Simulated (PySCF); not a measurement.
## Dipole moment and polarisability of `[SiH3][SiH2][SiH]([SiH3])[SiH3]`

Si₅H₁₂.
Structure used (GFN2-xTB), in Å, numbered top down from 1:
```
atom  x, y, z in Å
Si1   -2.9574   -1.3095   -0.1407
Si2   -0.7295   -1.3446    0.4805
Si3    0.6698    0.2975   -0.4246
Si4    2.9350   -0.2394   -0.3959
Si5    0.2334    2.4052    0.4576
H6    -3.4023    0.0665   -0.3834
H7    -3.1947   -2.0493   -1.3827
H8    -3.8764   -1.8706    0.8528
H9    -0.6320   -1.2469    1.9481
H10   -0.1656   -2.6781    0.2066
H11    0.2893    0.3745   -1.8585
H12    3.2445   -1.4567   -1.1488
H13    3.7961    0.8104   -0.9483
H14    3.3927   -0.4683    0.9769
H15    1.3375    3.3471    0.2589
H16   -0.9552    3.0419   -0.1130
H17    0.0078    2.3325    1.9036
```

Level: PBE0/def2-SVPD (PySCF), static field, nuclei fixed, core orbitals frozen in the response. The polarisability tensor in these axes (au):

```
x   185.98  10.00  -4.71
y    10.00 156.02   2.60
z    -4.71   2.60 122.72
```

**Question.** Give the principal values, the mean and the anisotropy Δα = √{½[(α1 − α2)² + (α2 − α3)² + (α1 − α3)²]}.

**Answer.** Principal values 122.03, 153.47 and 189.23 au; mean 154.91 au = 22.96 Å³ = 25.54 × 10⁻⁴⁰ C²·m²/J; Δα = 58.23 au (38 % of the mean).

**Question.** What is the dipole moment?

**Answer.** 0.15 D at this geometry.

**Question.** Molar refractivity from α?

**Answer.** Lorentz–Lorenz: R = (4π/3)N_A α = 2.5225 cm³/(mol·Å³) × 22.96 Å³ = 57.9 cm³/mol, in the limit of long wavelengths.

**Question.** Directions of the eigenvectors, and the extent of the frame along each?

**Answer.** Largest value along (0.96, 0.28, -0.06), where the nuclei span 8.21 Å; middle along (-0.28, 0.95, 0.12), 5.63 Å; least along (0.09, -0.10, 0.99), 3.85 Å. The response follows the extents in order.

**Question.** Give the eigenvalues of the traceless quadrupole moment Θ = ½Σq(3rr − r²1), origin at the centre of nuclear charge.

**Answer.** -1.08, 0.07, 1.01 D·Å. The values depend on the origin, since the dipole doesn't vanish. The electronic extent ⟨r²⟩ about the same centre is 2098 bohr², a root-mean-square distance of 2.68 Å for the 82 electrons.

**Question.** Rayleigh depolarisation ratio (linearly polarised light, static tensor)?

**Answer.** ρ = 3Δα²/(45ᾱ² + 4Δα²) = 10172.9/(1079862 + 13563.8) = 0.0093.

**Question.** Form Σ f/ω² (atomic units) for the 8 lowest TDDFT singlets, given as eV and f, and set it beside the mean polarisability, which is this sum over all singlets: 6.15, 0.0857; 6.22, 0.1805; 6.40, 0.0726; 6.54, 0.0099; 6.74, 0.2656; 6.82, 0.0848; 6.87, 0.0432; 6.99, 0.1168.

**Answer.** They add up to 14.75 au, 9.5 % of the 154.91 au; the largest single term is 4.33 au, from the state at 6.74 eV. Terms in order: 1.68, 3.45, 1.31, 0.17, 4.33, 1.35, 0.68, 1.77 au. Higher excitations give the rest. The strengths listed sum to 0.859.

One conformer (not necessarily the lowest) at the GFN2-xTB geometry, without solvent, vibrations or thermal averaging.
